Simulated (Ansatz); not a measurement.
Basis-set extrapolation for FH$_{6}$NO$_{2}$Si$_{2}$, SMILES `O[SiH2]N[SiH](O)F` (PBE0-D4/def2-TZVP geometry, frozen core, Ansatz 0.2.0). Multiplicity 1, RHF reference.

|  | def2-TZVPP | def2-QZVPP |
| --- | --- | --- |
| HF | -885.389183 | -885.423471 |
| MP2 correlation | -1.179617 | -1.278513 |
| CCSD(T) correlation | -1.252504 | not run |

Energies in hartree. Use E(X) = E(∞) + A·exp(−7.88·√X) for Hartree–Fock and E(X) = E(∞) + B·X^(−2.97) for correlation, with X = 3 and 4, and add CCSD(T) minus MP2 of the smaller set to the MP2 limit.

What is the CCSD(T) energy at the basis-set limit?

HF limit: -885.423471 + (-0.034288) × 0.13774 = -885.42819. MP2 limit: -1.278513 + (-0.098896) × 0.74074 = -1.35177. Higher-order term: -1.252504 − (-1.179617) = -0.07289. Total: -886.85285 hartree, 5.75 eV below CCSD(T)/def2-TZVPP.
